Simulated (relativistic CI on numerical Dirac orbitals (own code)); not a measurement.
# How well does a small relativistic CI reproduce Cs5+?

Method of calculation: Dirac-Coulomb-Breit CI, separate exchange-only KLI orbitals for each configuration, model QED, valence Slater integrals scaled by 0.85, P86 correlation energy added to each configuration (own radial code, finite nucleus).

Configurations in the expansion (outside the closed core [Kr] 4d10): 5s2 5p2, 5s 5p3, 5s2 5p 5d, 5p4, 5s2 5p 4f, 5s 5p2 5d, 5s2 5p 5f, 5s2 5p 6s, 5s2 5p 5g, 5s2 4f 5d, 5s2 5p 6p, 5s 5p2 5f, 5s 5p2 4f, 5s 5p2 5g, 5p3 4f, 5s2 5p 6d, 5p3 5d, 5s 5p 4f2, 5s2 5p 7s, 5s 5p2 6s, 5s 5p 5d2, 5s2 5p 7p, 5s 5p 5d 6s, 5s 5p2 6p, 5s2 4f 6s, 5s2 5d 5f, 5s2 4f2, 5s 4f2 5d, 5s2 5d2, 5s 5d3, 5p2 4f2, 5p 4f2 5d, 5p 4f3, 5p 4f2 5f, 5p 4f2 6s, 5p2 5d2, 5p 5d3, 5p 4f 5d2, 5p 5d2 5f, 5p 5d2 6s, 5s2 5f2, 5s 5d 5f2, 5s 5p 4f 5d, 5s 4f 5d2, 5s 4f 5d 5f, 5s 4f 5d 6s, 5s2 5g2, 5s 5d 5g2, 5s 5p 4f 6s, 5s 4f2 6s, 5p 4f 5d 6s, 5s 4f 5f 6s, 5s 4f 6s2, 5s2 4f 5f, 5p2 5f2, 5p 5d 5f2, 5p 4f 5f2, 5p 5f3, 5p 5f2 6s. Double excitations out of closed p, d and f shells are left out; levels of such configurations are missing from the list, as are those of other unlisted configurations, and high levels can miss mixing partners. These lack a partner that the ground configuration has and come out too high: 5s 5p2 5f, 5s 5p2 5g, 5s 5p2 6s, 5s 5p2 6p, 5s2 5p 5g.

```tsv
Configuration	Term (tabulated)	J	Measured (cm⁻¹)	Computed	Error	Purity (%)
5s2 5p2	3P	0	0.0	0	0	86
5s2 5p2	3P	1	12176.0	12020	-156	98
5s2 5p2	3P	2	17628.2	17408	-220	61
5s2 5p2	1D	2	35061.4	34502	-560	61
5s2 5p2	1S	0	52410.3	50760	-1650	85
5s 5p3	5S°	2	106878.6	104911	-1968	92
5s 5p3	3D°	1	131766.8	131091	-676	75
5s 5p3	3D°	2	133089.4	132140	-950	72
5s 5p3	3D°	3	138042.8	137072	-971	90
5s 5p3	3P°	0	152634.7	151139	-1496	91
5s 5p3	3P°	1	154198.2	152987	-1211	76
5s 5p3	3S°	1	175645.3	181200	5555	58
5s2 5p 5d	3F°	2	181755.2	183454	1699	87
5s2 5p 5d	3F°	3	187270.0	188815	1545	90
5s2 5p 5d	3D°	1	199798.6	203728	3930	56
5s2 5p 5d	3D°	3	212146.6	215839	3693	75
5s2 5p 5d	3P°	0	212928.1	215345	2417	89
5s2 5p 5d	3P°	1	214185.9	216990	2804	63
5s2 5p 5d	1F°	3	226523.4	230433	3909	85
5s2 5p 5d	1P°	1	232014.9	235325	3310	71
5s2 5p 6s	3P°	0	242213.3	247479	5266	98
5s2 5p 6s	3P°	1	243719.2	249054	5335	75
5s2 5p 6s	3P°	2	260952.0	266294	5342	98
5s2 5p 6s	1P°	1	264226.7	269935	5708	74
```

Measured levels from Sansonetti, J. Phys. Chem. Ref. Data 38, 761 (2009); pairs were made by configuration, J and term (by order where the table uses no LS term), so strongly mixed levels may be paired wrongly.

Mean error by configuration (cm⁻¹): 5s2 5p2 -646; 5s 5p3 -245; 5s2 5p 5d 2913; 5s2 5p 6s 5413. Over the excited levels the mean absolute error is 2625 cm⁻¹ (23 of the 29 excited levels that our extract of the source holds in range could be paired, and the others can miss by more), and the median relative error of those above 1,000 cm⁻¹ is 1.4 %.
